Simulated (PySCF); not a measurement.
Compound: C2H10AlAs.
SMILES with atom numbers: `[H][As+:3]([H])([CH2:2][CH3:1])[AlH3-:4]` (hydrogens: H5, H6, H7 on C1; H8, H9 on C2; H10, H11 on As3; H12, H13, H14 on Al4)

Theory: PBE0-D3(BJ)/def2-SVP geometry optimisation, gas phase (PySCF 2.14.0).

Problem. What internal coordinates does the optimisation give?

Solution. 
```csv
bond,length (Å),order
C1–C2,1.518,single
C2–As3,1.953,single
As3–Al4,2.589,single
"C1–H5, C1–H6, C1–H7",1.101,single
C2–H8,1.101,single
C2–H9,1.102,single
As3–H10,1.513,single
As3–H11,1.513,single
"Al4–H12, Al4–H13, Al4–H14",1.604,single
```

Bonds in one row agree within 0.01 Å and their mean is given. Orders are formal, as drawn. A selection of angles:
```csv
angle,degrees
C2–C1–H5,111.7
H5–C1–H6,107.5
C1–C2–As3,115.3
C1–C2–H8,112.0
C1–C2–H9,111.9
As3–C2–H8,105.2
As3–C2–H9,105.3
H8–C2–H9,106.3
C2–As3–Al4,115.7
C2–As3–H10,100.6
C2–As3–H11,100.6
Al4–As3–H10,119.5
Al4–As3–H11,119.4
H10–As3–H11,97.3
As3–Al4–H12,100.6
As3–Al4–H13,95.5
H12–Al4–H13,118.8
H13–Al4–H14,117.5
```

Dihedral angles: C1–C2–As3–Al4 180° (antiperiplanar). The mirror-image conformer, all signs reversed, is as good.

As3 (arsenic bonded to Al, C and 2 H) is distorted tetrahedral (angles from 97.3° to 119.5°). Al4 (aluminium bonded to As and 3 H) has angles from 95.5° to 118.8°. The 4 heavy atoms lie in one plane (0.003 Å rms).

Point group: near Cs, missed by 0.08 Å at most; the miss may be what the optimiser left on a soft mode. PBE0-D3(BJ)/def2-SVP frequencies: not computed here. One conformer, not necessarily the lowest.
